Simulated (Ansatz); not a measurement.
Reaction (cleavage of the Si–B bond): `NB[SiH2]Cl` + `O[SiH](O)S` → `O[SiH](O)S[SiH2]Cl` + `BN`

Program: Ansatz. Geometries: PBE0-D4/def2-TZVP. ΔE: electronic, gas phase. CBS: MP2 limit from def2 TZ/QZ plus the TZ coupled-cluster correction, frozen cores. This one scheme is used for every species. Functionals use def2-TZVPP. One conformer a species, not always the lowest.

`NB[SiH2]Cl`:

Cartesian coordinates in Å:
```
N -1.231 0.095 -1.112
B -0.069 0.599 -0.555
Si 0.892 -0.426 0.887
Cl 0.978 0.739 2.600
H -1.750 0.576 -1.830
H -1.650 -0.779 -0.837
H 0.337 1.655 -0.948
H 2.295 -0.769 0.530
H 0.199 -1.691 1.265
```

`O[SiH](O)S`:

```xyz
8

O     0.622    1.321   -0.195
Si   -0.515    0.145   -0.057
O    -0.718   -0.103    1.541
S     0.076   -1.575   -1.179
H     1.057    1.397   -1.046
H    -1.835    0.505   -0.609
H     0.048    0.006    2.108
H     1.265   -1.696   -0.563
```

`O[SiH](O)S[SiH2]Cl`:

Cartesian coordinates in Å:
```
O -0.160 2.002 1.671
Si -0.467 0.625 0.847
O -2.074 0.489 0.646
S 0.613 0.784 -1.005
Si 0.827 -1.291 -1.388
Cl 2.434 -2.093 -0.392
H 0.730 2.357 1.634
H -0.059 -0.606 1.551
H -2.542 1.211 0.221
H 1.072 -1.443 -2.837
H -0.374 -2.034 -0.948
```

`BN`:

Z-matrix (Å, degrees):
```
B
N 1 1.385
H 1 1.197 2 119.0
H 1 1.197 2 119.0 3 -180.0
H 2 1.006 1 123.2 3 -0.0
H 2 1.006 1 123.2 3 180.0
```

```
          level  ΔE (kJ/mol)
         B97M-V        -83.3
        r2SCANh        -85.9
        r2SCAN0        -86.6
CCSD/def2-TZVPP        -81.1
```

(1) What does CCSD(T)/CBS give? (An estimate is asked.)

Largest T1 diagnostic among the species: 0.012.

## Answers

(1) The calculation gave: -86.6 kJ/mol. The listed levels differ from it by 3.3, 0.7, 0.0, 5.5 kJ/mol.

The D4 term adds −8.5 kJ/mol with B3LYP and −4.8 kJ/mol with PBE0; it sums over pairs of atoms, weighted by their polarisabilities, and B3LYP, whose exchange is more repulsive, gets the larger term. From PBE to PBE0 (25 % exact exchange), in def2-TZVPP and without D4, ΔE moves by −3.9 kJ/mol.

B3LYP here is the variant with VWN-RPA as its local correlation; programs differ in this.
